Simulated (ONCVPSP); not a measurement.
## Varying the ONCV potential for zinc (Zn)

Base potential:

Zn, optimised norm-conserving Vanderbilt (ONCV), made with ONCVPSP 4.0.1 (PBE, scalar-relativistic). Core [Ar], reference 3d10 4s1 4p1. Waves: 4s: rc 2.15 bohr, ncon 4, nbas 7, qcut 3.1 1/bohr, 2 projectors, debl 0.5 Ha; 4p: rc 3.20 bohr, ncon 4, nbas 8, qcut 3 1/bohr, 2 projectors, debl 1 Ha; 3d: rc 1.20 bohr, ncon 4, nbas 8, qcut 13.7 1/bohr, 2 projectors, debl 2.3 Ha; f scattering state at 0.03 Ha: rc 2.85 bohr, ncon 3, nbas 7, qcut 3.6 1/bohr, 2 projectors, debl 0.5 Ha. Local part: polynomial inside 0.90 bohr (lpopt 5, dvloc0 0 Ha). Core correction: Teter function, fcfact 5, rcfact 1.35.

All-electron outer shells of the reference configuration (PBE, scalar-relativistic, ld1.x):

```
shell  level (eV)  outermost node (bohr)  outermost maximum (bohr)
   3s     -131.48                   0.28                      0.59
   3p      -85.65                   0.25                      0.59
   3d      -12.34                      –                      0.57
   4s       -7.40                   0.85                      2.04
   4p       -2.10                   0.92                      2.89
```

Cutoffs, loose and tight: the cutoffs (Ha) at which the residual kinetic energy of the hardest occupied pseudo-wave falls to 1 and 0.1 mHa per electron. They do not see the model core or the augmentation charge, which bear on the density cutoff. Test errors are all-electron minus pseudo excitation energies from the reference, over the configurations 3d10 4s2 4p0; 3d10 4s1 4p0; 3d10 4s0 4p0; 3d9 4s2 4p1. A dash means not determined; rows that change the core or the reference have their own tests.

A true bound ghost makes a file unfit for plane-wave use even where its test errors are small: the radial tests pick states by their node count and pass the ghost by.

```tsv
change	outcome	cutoff, loose	cutoff, tight	bound ghosts	GHOST(+) flags above zero	largest test error (meV)
base	generated	73 Ha	81 Ha	s	p, f	-116
local potential polynomial inside 0.90 bohr (lpopt 5, dvloc0 -0.5 Ha)	generated	73 Ha	81 Ha	s	p, f	-115
local potential polynomial inside 0.90 bohr (lpopt 5, dvloc0 1 Ha)	generated	73 Ha	81 Ha	s	p, f	-117
local potential polynomial inside 0.90 bohr (lpopt 5, dvloc0 2.5 Ha)	generated	73 Ha	81 Ha	s	p, f	-119
local potential polynomial inside 0.90 bohr (lpopt 5, dvloc0 4.5 Ha)	generated	73 Ha	81 Ha	s	p, f	-127
local potential polynomial inside 0.90 bohr (lpopt 5, dvloc0 8 Ha)	generated	73 Ha	81 Ha	none	s, f	-106
local potential polynomial inside 0.90 bohr (lpopt 5, dvloc0 9.5 Ha)	generated	73 Ha	81 Ha	none	s, f	-110
```

What comes out with this change to the base: local potential polynomial inside 0.90 bohr (lpopt 5, dvloc0 6 Ha)?

outcome: generated; cutoff, loose: 73 Ha; cutoff, tight: 81 Ha; bound ghosts: none; GHOST(+) flags above zero: s, p, f; largest test error (meV): -17.

What comes out with this change to the base: local potential polynomial inside 0.90 bohr (lpopt 5, dvloc0 -2 Ha)?

outcome: generated; cutoff, loose: 73 Ha; cutoff, tight: 81 Ha; bound ghosts: s, f; GHOST(+) flags above zero: p; largest test error (meV): -113.

Reading the sweep of the dvloc0 (base included, trends over the rows without a ghost): Bound ghosts are found at -2, -0.5, 0, 1, 2.5, 4.5 Ha.
